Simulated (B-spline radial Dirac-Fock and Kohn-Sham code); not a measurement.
Level of theory: Dirac-Fock (average of configuration) total-energy differences with a finite nucleus, the Breit interaction including its frequency dependence, and self-energy and vacuum-polarisation corrections; a radial B-spline solver. Free neutral atoms.

Problem. Order these X-ray lines by photon energy, lowest first.
A. Te Mγ
B. Nd Mζ2
C. Mn Lγ5
D. Sn Mζ2
E. Sc Lβ4
F. Sn Mγ

Solution. D (391.4 eV), E (470.7 eV), C (657.3 eV), F (694.1 eV), B (741.7 eV), A (782.8 eV).

Values without a named source are computed, but for edge energies of neutral atoms, which are taken from tables.
